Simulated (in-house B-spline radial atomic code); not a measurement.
**How G0W0 and RPA depend on the start: I7+**

Configuration [Kr] 4d10. Computed with an all-electron radial atomic-structure program (B-spline basis): all electrons, scalar-relativistic (spin-free one-electron X2C), finite nucleus, each spin shell either full or empty, empty states to l = 9 with an (l + 1/2)⁻⁴ tail; G0W0 by contour deformation at full frequency.

| start | mean-field 4d (eV) | G0W0 (eV) | QP weight | RPA correlation (Eh) |
| --- | --- | --- | --- | --- |
| Hartree-Fock | -151.93 | -152.21 | 0.977 | -3.4576 |
| LDA VWN5 | -139.92 | -151.94 | 0.965 | -3.7144 |
| PBE | -139.75 | ? | ? | ? |
| PBE0 | -143.19 | -151.89 | 0.969 | -3.6407 |
| r2SCAN | -140.62 | -151.79 | 0.967 | -3.6631 |
| HSE06 | -142.73 | -151.92 | 0.968 | -3.6447 |
| B3LYP (VWN-RPA) | -142.48 | ? | ? | ? |
| SCAN | -140.55 | -151.75 | 0.967 | -3.6602 |
| TPSS | -139.79 | -151.83 | 0.965 | -3.6961 |
| BHandHLYP | -146.38 | -152.07 | 0.972 | -3.5771 |
| CAM-B3LYP | -144.46 | -152.05 | 0.970 | -3.6332 |
| LC-wPBE | -145.35 | -152.04 | 0.971 | -3.6413 |
| wB97X | -145.30 | -151.84 | 0.971 | -3.6233 |
| PBEsol | -139.69 | -151.85 | 0.965 | -3.7112 |
| BLYP | -139.52 | -151.89 | 0.964 | -3.7112 |
| r2SCAN0 | -143.79 | -151.88 | 0.970 | -3.6093 |
| LDA exchange-only | -137.86 | -152.12 | 0.963 | -3.7142 |

Problem. What G0W0 level, weight and RPA correlation energy follow from the PBE start?

Solution. G0W0 level -151.81 eV, weight 0.965, RPA correlation -3.7096 hartree.

Problem. What G0W0 level, weight and RPA correlation energy follow from the B3LYP (VWN-RPA) start?

Solution. G0W0 level -151.96 eV, weight 0.968, RPA correlation -3.6557 hartree.

Problem. How much of the dependence on the start does G0W0 remove?

Solution. The mean-field levels span 14.1 eV and the G0W0 levels 0.461 eV. Against 150.81 ± 0.1 eV (NIST, measured) the G0W0 removal energies are off by +0.94 to +1.40 eV, with spin-orbit coupling, Breit and QED terms left out.
